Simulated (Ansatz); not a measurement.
```xyz
6

C     0.0000   -0.0252   -1.0566
S     0.0000   -0.0548    0.6104
H     0.0000   -0.9906   -1.3562
H    -0.8279    0.4219   -1.4268
H     0.8279    0.4219   -1.4268
H     0.0000    1.1751    0.7837
```

Basis set: def2-TZVP (spherical functions). Left uncorrelated: 6 orbitals. Charge 0, multiplicity 1.

Computed with Ansatz (development build ahead of 0.2.0); each method stands on the lowest determinant of its kind that the runs found. Restricted open shells among the atoms or ions are ROHF, correlated in semicanonical orbitals with singles.

Give the atomization energy at this shape (free ground-state atoms in the same class of orbitals less the molecule, no zero-point energy) of singlet CH4S by RHF-MP2, RHF.

```
 method  atomization energy
RHF-MP2            18.91 eV
    RHF            14.72 eV
```

Caution: no unrestricted run beside it, a lower state can exist; the shape is not the minimum.
